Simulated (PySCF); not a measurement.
A side-by-side comparison of computed properties.

First species: C₅H₉F₃Ge.
Bonds: F1–C2, C2–F3, C2–F4, C2–Ge5, Ge5–C6, C6–C7, C7–C8, C8–C9, C6–C9. Hydrogens: H10, H11 on Ge5; H12 on C6; H13, H14 on C7; H15, H16 on C8; H17, H18 on C9.

Second species: C₄H₉FOSi.
Atom-mapped SMILES: `[F:1][CH2:2][O:3][C@@H:4]1[CH2:5][CH2:6][SiH2:7]1` (hydrogens: H8, H9 on C2; H10 on C4; H11, H12 on C5; H13, H14 on C6; H15, H16 on Si7)

Levels: B3LYP/def2-SVPD for dipole moment, HOMO energy, LUMO energy, HOMO–LUMO gap, static isotropic polarisability and electronic spatial extent ⟨r²⟩ about the centre of nuclear charge; TDDFT B3LYP/def2-SVPD for lowest singlet excitation; TDA B3LYP/def2-SVPD for lowest triplet excitation (Tamm–Dancoff); ΔSCF B3LYP/def2-SVPD for vertical ionisation energy; PBE0-D3(BJ)/def2-SVP for rotational constant A and rotational constant C. Geometries: PBE0-D3(BJ)/def2-SVP. Each species is one conformer at its optimised geometry, gas phase, non-relativistic unless stated. Electronic properties by PySCF.

The conformers computed, where there is a choice (atom-mapped SMILES and torsion angles):
- `[F:1][C:2]([F:3])([F:4])[GeH2:5][CH:6]1[CH2:7][CH2:8][CH2:9]1`: F1–C2–Ge5–C6 -56°, C2–Ge5–C6–C7 -166°
- `[F:1][CH2:2][O:3][C@@H:4]1[CH2:5][CH2:6][SiH2:7]1`: F1–C2–O3–C4 -66°, C2–O3–C4–C5 176°

**Question.** Which of the two has the higher S1 energy, and by how much?

**Answer.** The first: 7.25 eV against 6.40 eV, a difference of 0.85 eV.

**Question.** Which has the higher ⟨r²⟩?

**Answer.** The first: 1748 bohr² against 1010 bohr², a difference of 738 bohr².

**Question.** Which has the higher T1 energy?

**Answer.** The first: 6.94 eV against 5.96 eV, a difference of 0.98 eV.

**Question.** Which of the two has the higher dipole moment, and by how much?

**Answer.** The first: 2.88 D against 1.62 D, a difference of 1.26 D.

**Question.** Which of the two has the higher HOMO energy, and by how much?

**Answer.** The second: -7.19 eV against -8.07 eV, a difference of 0.88 eV.

**Question.** Which of the two has the higher HOMO–LUMO gap, and by how much?

**Answer.** The first: 8.12 eV against 7.28 eV, a difference of 0.84 eV.

**Question.** Which of the two has the higher static isotropic polarisability, and by how much?

**Answer.** The first: 90.8 au against 80.0 au, a difference of 10.8 au.

**Question.** Which has the higher vertical ionisation energy?

**Answer.** The first: 10.06 eV against 9.36 eV, a difference of 0.70 eV.

On the first: A dipole of 2.88 D is allowed in C1, and pure rotational transitions are dipole-allowed. The vertical singlet–triplet gap S1 − T1 is 0.31 eV (TDDFT singlet less Tamm–Dancoff triplet; S1: HOMO→LUMO, weight 0.98; T1: HOMO→LUMO, weight 0.67). Relativistic effects, spin–orbit coupling among them, are left out although an element past zinc is present.

On the second: The 10 singlets span 6.40 to 7.97 eV, and their oscillator strengths add up to 0.25. The ΔSCF ionisation energy exceeds −ε(HOMO) by 2.17 eV with B3LYP.
